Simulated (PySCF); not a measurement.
# Magnetisability: `C[C@@H]([GeH3])OC(F)(F)F`, C3H7F3GeO

Geometry:
```
atom   x (Å)   y (Å)   z (Å)
  C1  -0.968   1.222  -1.149
  C2  -0.117   0.651  -0.029
 Ge3  -1.036  -0.882   0.874
  O4   1.162   0.293  -0.628
  C5   1.882  -0.521   0.082
  F6   1.412  -1.802   0.088
  F7   1.963  -0.201   1.389
  F8   3.122  -0.590  -0.381
  H9  -1.906   1.589  -0.737
 H10  -0.448   2.040  -1.641
 H11  -1.180   0.452  -1.887
 H12   0.093   1.439   0.706
 H13  -0.337  -1.382   2.091
 H14  -2.359  -0.317   1.298
 H15  -1.288  -1.983  -0.099
```

Method: PySCF 2.14.0, GIAO PBE/pcSseg-1 magnetisability, rotational g tensor and spin-rotation constants, non-relativistic, gas phase. Geometry: GFN2-xTB.

The calculation is non-relativistic, which matters for the atoms heavier than Zn.

How diamagnetic is it, and how anisotropic?

Isotropic -1402 × 10⁻³⁰ J/T², or -84.4 × 10⁻⁶ cm³/mol; principal values -1435, -1393, -1377 × 10⁻³⁰ J/T², anisotropy 52 × 10⁻³⁰ J/T² (root of half the summed squared differences of the principal values). The susceptibility is in cgs units.

Split it along the inertial axes a, b, c into diamagnetic and paramagnetic parts about the centre of mass, with the quadrupole moment.


| axis | χ (10⁻⁶ cm³/mol) | diamagnetic (10⁻⁶ cm³/mol) | paramagnetic (10⁻⁶ cm³/mol) | summed x² of all electrons (Å²) | quadrupole Θ (D Å) |
| --- | --- | --- | --- | --- | --- |
| a | -86.0 | -644.3 | 558.2 | 229.5 | -3.66 |
| b | -84.0 | -1147.0 | 1063.0 | 111.0 | +3.05 |
| c | -83.1 | -1444.9 | 1361.7 | 40.8 | +0.60 |

Anisotropies 2χaa − χbb − χcc = -4.9 and 2χbb − χaa − χcc = +1.1 × 10⁻⁶ cm³/mol. Θ is traceless in Buckingham's convention.

And the rotational g tensor?


| axis | rotational constant (GHz) | g | nuclear part | electronic part |
| --- | --- | --- | --- | --- |
| a | 2.2154 | -0.0171 | 0.5638 | -0.5810 |
| b | 1.0086 | -0.0106 | 0.4931 | -0.5037 |
| c | 0.8101 | -0.0083 | 0.5100 | -0.5183 |

Asymmetric top; isotopes 12C, 19F, 74Ge, 1H, 16O; no vibrational averaging.
